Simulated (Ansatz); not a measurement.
Consider the substitution at a C–Ge bond: `[SiH3][CH2][GeH2][SH]` + H₂S → `[SiH3]CS` + `[SH][GeH3]`.

Isolated molecules relaxed with PBE0-D4/def2-TZVP in Ansatz; ΔE leaves out vibrations. CCSD(T)/CBS is the MP2 limit (def2-TZVPP, def2-QZVPP) plus CCSD(T) − MP2 in def2-TZVPP, frozen cores. This one scheme is used for every species. For Ge outer-core shells are correlated without core-valence functions, which leaves a few kJ/mol of doubt a bond. Scalar relativity is left out up to krypton. Each species was taken in one conformer, which may not be the lowest.

`[SiH3][CH2][GeH2][SH]`:

```xyz
12

Si    1.610   -0.343    0.499
C     0.009   -0.957   -0.260
Ge   -1.194    0.472   -0.833
S    -1.264    2.108    0.682
H     1.381    0.151    1.880
H     2.602   -1.451    0.555
H     2.181    0.757   -0.323
H     0.228   -1.569   -1.140
H    -0.518   -1.594    0.455
H    -0.656    1.164   -2.095
H    -2.617   -0.065   -1.078
H    -1.760    1.329    1.657
```

H₂S:

Z-matrix (Å, degrees):
```
S
H 1 1.341
H 1 1.341 2 92.3
```

`[SiH3]CS`:

Z-matrix (Å, degrees):
```
Si
C 1 1.878
H 1 1.489 2 110.7
H 1 1.484 2 109.8 3 121.0
H 1 1.488 2 108.8 3 -119.4
S 2 1.813 1 111.4 3 177.0
H 2 1.092 1 112.3 3 52.0
H 2 1.093 1 109.3 3 -67.0
H 6 1.343 2 97.3 1 -50.2
```

`[SH][GeH3]`:

Cartesian coordinates in Å:
```
S -1.042 -1.075 -0.850
Ge 0.191 0.217 0.475
H -0.497 -0.613 -1.987
H -0.070 1.700 0.171
H 1.684 -0.098 0.294
H -0.266 -0.131 1.897
```

| species | CCSD(T)/CBS(def2) energy (Eh) |
| --- | --- |
| `[SiH3][CH2][GeH2][SH]` | -2805.85730 |
| H₂S | -398.97279 |
| `[SiH3]CS` | -728.50660 |
| `[SH][GeH3]` | -2476.30083 |

Problem. Work out ΔE.

Solution. ΔE = (-728.50660) + (-2476.30083) − (-2805.85730) − (-398.97279) = 0.02266 Eh = +59.5 kJ/mol.

Largest T1 diagnostic among the species: 0.011.

In def2-TZVPP, CCSD(T) changes the Hartree–Fock value by +13.0 kJ/mol (the triples alone add +0.7 kJ/mol) and MP2 by +15.8 kJ/mol. The D4 term adds +7.0 kJ/mol with B3LYP and +4.3 kJ/mol with PBE0; it sums over pairs of atoms, weighted by their polarisabilities, and B3LYP, whose exchange is more repulsive, gets the larger term.

B3LYP here is the variant with VWN-RPA as its local correlation; programs differ in this.
